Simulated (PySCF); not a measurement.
# Spinor energies of Ta⁺ (tantalum, charge +1)

Start: [Xe] 4f14 5d3 6s1; 5d5/2 filled at m_j = +1/2, +3/2, +5/2; 6s1/2 filled at m_j = +1/2. Calculated with PySCF 2.14 in x2c-SVPall-2c with one added diffuse shell each of s, d type (8s9p10d2f, 99 functions): generalised Hartree-Fock with the X2C-1e Hamiltonian and a Gaussian nucleus; one run each with spin-orbit coupling (SO) switched off, then screened by Boettger's factors. This is a chosen level, not necessarily the ground level.

```
spinor shell  electrons  ε, spin-free (eV)  ε, screened SO (eV)  weight of nominal j (screened SO)  rms radius, screened SO (bohr)
       1s1/2          2           -67778.7             -67759.1                              1.000                          0.0212
       2s1/2          2           -11791.0             -11784.9                              1.000                          0.0853
       2p1/2          2           -10336.8             -11243.4                              1.000                          0.0726
       2p3/2          4           -10336.8              -9966.9                              1.000                          0.0799
       3s1/2          2            -2767.9              -2766.0                              1.000                           0.218
       3p1/2          2            -2327.8              -2525.4                              1.000                           0.210
       3p3/2          4            -2327.8              -2245.8                              1.000                           0.225
       3d3/2          4            -1808.6              -1843.8                              1.000                           0.199
       3d5/2          6            -1808.6              -1783.5                              1.000                           0.203
       4s1/2          2            -601.80              -601.31                              1.000                           0.488
       4p1/2          2            -454.74              -500.67                              1.000                           0.497
       4p3/2          4            -454.74              -435.73                              1.000                           0.530
       4d3/2          4            -262.77              -269.91                              1.000                           0.557
       4d5/2          6            -262.77              -257.73                              1.000                           0.569
       5s1/2          2            -94.361              -94.370                              1.000                            1.19
       5p1/2          2            -55.570              -61.840                              0.964                            1.37
       5p3/2          4            -55.570              -53.000                              0.981                            1.41
       4f5/2          6            -47.713              -48.674                              0.990                           0.703
       4f7/2          8            -47.713              -46.763                              0.993                           0.707
       5d5/2          3            -16.147              -16.052                              0.690                            2.27
       6s1/2          1            -14.554              -14.557                              0.998                            3.35
```

```json
{"quantity": "E (hartree)", "spin-free": "-15592.02353", "screened SO": "-15609.27692"}
{"quantity": "M_J", "spin-free": "5", "screened SO": "5"}
{"quantity": "⟨J²⟩", "spin-free": "30.007", "screened SO": "30.014"}
{"quantity": "⟨L²⟩", "spin-free": "12.005", "screened SO": "12.609"}
{"quantity": "⟨S²⟩", "spin-free": "6.003", "screened SO": "5.852"}
```

Each row is a mean over spinors that exchange with the open shell spreads, by up to 5.640 eV (5p3/2).

Rows whose weight is well below 1 are mixtures of j = l ± 1/2: exchange outweighs spin-orbit coupling there, and the label is only the starting occupation.

Breit and QED terms are absent; they matter most for the inner s and p1/2 levels.

Densities and radii are taken from the X2C orbitals without a picture-change correction, which distorts them close to the nucleus.

Without spin-orbit coupling the j labels of p, d and f shells carry no meaning; the spin-free column gives the mean over the occupied spinors of each nl shell.
